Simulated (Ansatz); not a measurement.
Cost and result for the atomization energy of `BN([SiH2][SiH3])[SiH2]Cl` (15 atoms, 14 bonds).

Cartesian coordinates in Å:
```
B -1.019 -0.727 -1.519
N -0.747 0.221 -0.508
Si -0.363 -0.364 1.118
Si 1.793 -1.271 1.191
Si -0.736 1.920 -0.853
Cl 1.152 2.668 -0.528
H -1.017 -1.895 -1.242
H -1.252 -0.365 -2.637
H -0.463 0.809 2.031
H -1.384 -1.366 1.517
H 2.062 -1.814 2.550
H 1.906 -2.373 0.198
H 2.798 -0.224 0.873
H -1.634 2.641 0.077
H -1.094 2.138 -2.268
```

The species carries charge 0 and has multiplicity 1. Geometry: relaxed with PBE0-D4/def2-TZVP. It is one conformer, not always the lowest. Program: Ansatz. All runs use 2 threads of an AMD EPYC 7R13 on a shared host and a share of an NVIDIA H100 80 GB. Times are those of one run each, without the atoms' runs, and a repeat can differ threefold. Electronic energies, without spin–orbit coupling; frozen cores. CCSD(T)/CBS adds CCSD(T) − MP2 in def2-TZVPP to the MP2 limit, and its time is that of the two runs behind it. T1 = 0.012. B3LYP takes the VWN-RPA correlation (the form of Gaussian; ORCA's B3LYP/G).

CCSD(T)/CBS is a level of theory with its own doubt, some kJ/mol a heavy atom from the limit and from the frozen cores, so smaller differences don't rank the functionals.

```json
{"level": "PBE-D4/def2-TZVPP (with forces)", "functions": "356", "wall time": "4.9 s", "atomization (kJ/mol)": "4883.7", "difference from CCSD(T)/CBS": "-14.5", "per bond": "-1.0"}
{"level": "r2SCAN-D4/def2-TZVPP (with forces)", "functions": "356", "wall time": "6 s", "atomization (kJ/mol)": "4899.1", "difference from CCSD(T)/CBS": "0.9", "per bond": "0.1"}
{"level": "PBE0-D4/def2-TZVPP", "functions": "356", "wall time": "6.5 s", "atomization (kJ/mol)": "4861.6", "difference from CCSD(T)/CBS": "-36.6", "per bond": "-2.6"}
{"level": "B3LYP-D4/def2-TZVPP (with forces)", "functions": "356", "wall time": "7.5 s", "atomization (kJ/mol)": "4904.9", "difference from CCSD(T)/CBS": "6.7", "per bond": "0.5"}
{"level": "B2PLYP/def2-TZVPP", "functions": "356", "wall time": "8 s", "atomization (kJ/mol)": "4830.0", "difference from CCSD(T)/CBS": "-68.2", "per bond": "-4.9"}
{"level": "ωB97X-V/def2-TZVPP", "functions": "356", "wall time": "9.5 s", "atomization (kJ/mol)": "4943.5", "difference from CCSD(T)/CBS": "45.3", "per bond": "3.2"}
{"level": "MP2/def2-QZVPP", "functions": "664", "wall time": "9.5 s", "atomization (kJ/mol)": "4867.2", "difference from CCSD(T)/CBS": "-31.0", "per bond": "-2.2"}
{"level": "ωB97M-V/def2-TZVPP (with forces)", "functions": "356", "wall time": "11 s", "atomization (kJ/mol)": "4918.7", "difference from CCSD(T)/CBS": "20.5", "per bond": "1.5"}
{"level": "CCSD(T)/def2-TZVPP", "functions": "356", "wall time": "21 s", "atomization (kJ/mol)": "4764.8", "difference from CCSD(T)/CBS": "-133.4", "per bond": "-9.5"}
{"level": "CCSD(T)/CBS(def2)", "functions": "–", "wall time": "30 s", "atomization (kJ/mol)": "4898.2", "difference from CCSD(T)/CBS": "0.0", "per bond": "0.0"}
```

From PBE to PBE0 (25 % exact exchange), in def2-TZVPP and without D4, the atomization energy moves by −16.1 kJ/mol: exact exchange takes away binding that semilocal exchange gives to molecules. The D4 term adds +74.4 kJ/mol with B3LYP and +40.0 kJ/mol with PBE0; it sums over pairs of atoms, weighted by their polarisabilities, and B3LYP, whose exchange is more repulsive, gets the larger term. In def2-TZVPP, CCSD(T) changes the Hartree–Fock value by +1046.2 kJ/mol (the triples alone add +55.2 kJ/mol) and MP2 by +1068.5 kJ/mol; breaking electron pairs costs correlation energy, which Hartree–Fock lacks.
